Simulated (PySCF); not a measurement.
**Stationary points of IS₃**

Method: PBE0/[I def2-SVP with ECP28, S def2-SVP], scalar-relativistic core potentials, density fitting, no spin–orbit coupling, PySCF.

Relaxations began from a few typed shapes; open shells are unrestricted. The search is not exhaustive: other isomers or separated fragments can lie lower, and high-lying points may rest on an excited occupation.

Task: Which is the lowest minimum found?
A. doublet D3h: I–S 2.327 Å (×3); S–I–S 120.0° (×3)
B. doublet C3v: I–S 2.304 Å (×3); S–I–S 105.3° (×3)
C. doublet Cs: I–S 2.250 Å, I–S 2.357 Å (×2); S–I–S 78.1°, S–I–S 115.1° (×2)

Result: C. The others lie at 28.7 (doublet C3v, a saddle point), 92.9 (doublet D3h) kJ/mol above it.

For the lowest minimum: spin–orbit coupling, left out here, can matter for elements this heavy.
